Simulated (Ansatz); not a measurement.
Ansatz results at the PBE0-D4/def2-TZVP geometry: LUMO energy (PBE0/def2-TZVPP) 0.04 eV; LUMO energy (ωB97M-V/def2-TZVPP) 1.06 eV; HOMO energy (PBE0/def2-TZVPP) -6.04 eV.

Each molecule was computed in one conformer, which needn't be the lowest.

Task: Which molecule gave them?
A. `C[S][Zr]([S]C)([S]C)[S]C`
B. `[CH3][Zr]([NH2])([OH])[OH]`
C. `C[NH][Zr]([NH]C)([NH]C)[NH]C`
D. `[F][Zr]([F])([I])[I]`

Result: C. The others give `[CH3][Zr]([NH2])([OH])[OH]`: -0.10, 0.75, -6.87; `[F][Zr]([F])([I])[I]`: -2.62, -0.70, -8.11; `C[S][Zr]([S]C)([S]C)[S]C`: -2.20, -0.29, -6.93.
